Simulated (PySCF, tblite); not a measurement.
C₄H₉BO.
SMILES with atom numbers: `[BH:1]1[CH2:2][CH2:3][CH2:4][CH2:5][O:6]1` (hydrogens: H7 on B1; H8, H9 on C2; H10, H11 on C3; H12, H13 on C4; H14, H15 on C5)

Structure used (GFN2-xTB), in Å, numbered top down from 1:
```xyz
15
C4H9BO angstrom
B      0.2216    1.6352    0.1664
C      1.3400    0.5428   -0.1535
C      0.7117   -0.8009   -0.5382
C     -0.4897   -1.0710    0.3656
C     -1.5534    0.0031    0.1556
O     -1.0600    1.3200    0.3028
H      0.4736    2.7721    0.3187
H      2.0199    0.8765   -0.9388
H      1.9594    0.4067    0.7378
H      0.3755   -0.7662   -1.5775
H      1.4365   -1.6139   -0.4507
H     -0.1656   -1.0555    1.4087
H     -0.9281   -2.0477    0.1539
H     -1.9779   -0.0807   -0.8532
H     -2.3679   -0.1128    0.8803
```

Jobs on this species (15 atoms, 46 electrons) with PySCF (density fitting) and tblite. Hardware of each: one thread, Arm Neoverse N1 (aarch64) (shared host). Other jobs ran on the host; a repeat could differ by tens of per cent or more.

| level and settings | work | basis functions | SCF cycles | wall time |
| --- | --- | --- | --- | --- |
| B3LYP/def2-SVPD | 8 singlets by full TDDFT, 3 Tamm–Dancoff triplets, polarisability, density and orbital grids written | 195 | ? | ? |
| PBE0/pcSseg-1 | shieldings, ring-centre shieldings, charges and field gradients, density and orbital grids written | 147 | ? | ? |
| GFN2-xTB | Hessian by finite differences | – | – | 0.56 s |
| GFN2-xTB | L-BFGS relaxation | – | – | 0.54 s |

Q: Fill in the missing figures.

A: 
- B3LYP/def2-SVPD; 8 singlets by full TDDFT, 3 Tamm–Dancoff triplets, polarisability, density and orbital grids written: 60 s, 13 SCF cycles
- PBE0/pcSseg-1; shieldings, ring-centre shieldings, charges and field gradients, density and orbital grids written: 38 s, 12 SCF cycles

Q: What do all jobs in the table cost together?

A: About 99 s; the longest takes about 61 % of that, and about 110 times as long as the shortest.
